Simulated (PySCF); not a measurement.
OSn, SMILES [Sn]=[O] (connectivity only; charge and spin as stated), charge +1, multiplicity 2.

The structure is a stationary point at PBE-D3(BJ)/def2-TZVP. The multiplicity is an assumed one; other spin states were not compared. The def2 effective core potentials stand for the cores of Sn; spin–orbit coupling is left out.

All values below come from B3LYP/def2-TZVPD (PySCF).

```yaml
total_energy: -289.27846 hartree
point_group: C∞v
"α spin, highest occupied and lowest empty level": -15.29 and -9.70 eV
"β spin, highest occupied and lowest empty level": -14.76 and -11.54 eV
dipole_moment_about_the_centre_of_nuclear_charge: 2.88 D
"⟨S²⟩": 0.758 (pure state 0.75)
```
